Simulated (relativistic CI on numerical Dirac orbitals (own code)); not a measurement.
Calculated at this level of theory: Dirac-Coulomb-Breit CI, orbitals from a KLI potential per configuration, model QED (radiative potential, 1s self-energy scaled to tabulated hydrogen-like ionisation energies), unscaled Slater integrals (own radial code, finite nucleus).

Configuration list (outside the closed core 1s2): 2s2.2p4, 2s.2p5, 2p6, 2p5.3s, 2p5.3p, 2s2.2p3.3s, 2p5.3d, 2s2.2p3.3p, 2s2.2p3.3d, 2s.2p4.3s, 2s.2p4.3p, 2s.2p4.3d, 2s2.2p3.4s, 2s2.2p3.4p, 2s2.2p3.4d, 2s2.2p3.4f, 2s2.2p2.3s2, 2s.2p4.4s, 2s2.2p2.3s.3p, 2s.2p4.4p, 2s.2p4.4d, 2s2.2p3.5s, 2s.2p4.4f, 2s2.2p2.3s.3d, 2s2.2p3.5p, 2s2.2p2.3p2, 2s2.2p3.5d, 2s2.2p3.5f, 2s2.2p3.5g, 2s2.2p2.3p.3d, 2s.2p3.3s2, 2s2.2p2.3d2, 2s.2p3.3s.3p, 2s.2p3.3s.3d, 2s.2p3.3p2, 2s.2p4.5s. Levels of other configurations are missing.

At this charge energies of transitions that change n are usually good to better than 1 %, and those within a shell (Δn = 0) to a few per cent.

Outline of the computed level scheme of Lu LXIV. Lowest level of each configuration: 2s2.2p4 3P_2 at 0.00 eV; 2s.2p5 3P°_2 at 1540.36 eV; 2p6 1S_0 at 3198.82 eV; 2s2.2p3.3s 3P°_2 at 7938.47 eV; 2s2.2p3.3p 3P_1 at 8053.29 eV; 2s2.2p3.3d 3D°_2 at 8498.62 eV; 2s.2p4.3s 5P_3 at 9404.11 eV.

Some strong electric-dipole decays among the lowest 45 levels: 2s2.2p3.3d 3D°_3 → 2s2.2p4 3P_2 (1.9e+15 s⁻¹); 2s2.2p3.3d 3D°_1 → 2s2.2p4 1S_0 (1.2e+15 s⁻¹); 2s2.2p3.3d 3D°_2 → 2s2.2p4 3P_2 (8.7e+14 s⁻¹); 2s2.2p3.3d 3D°_1 → 2s2.2p4 3P_2 (2.3e+14 s⁻¹); 2s2.2p3.3s 1D°_2 → 2s2.2p4 1D_2 (1.7e+14 s⁻¹); 2s.2p4.3s 3P_2 → 2s.2p5 3P°_2 (1.7e+14 s⁻¹); 2s2.2p3.3s 3S°_1 → 2s2.2p4 3P_1 (1.6e+14 s⁻¹); 2s2.2p3.3s 1P°_1 → 2s2.2p4 3P_2 (1.6e+14 s⁻¹).

LS names give the leading component of a level, which can be under half, so a name can repeat, a term be missing and a line seem to break the LS rules.
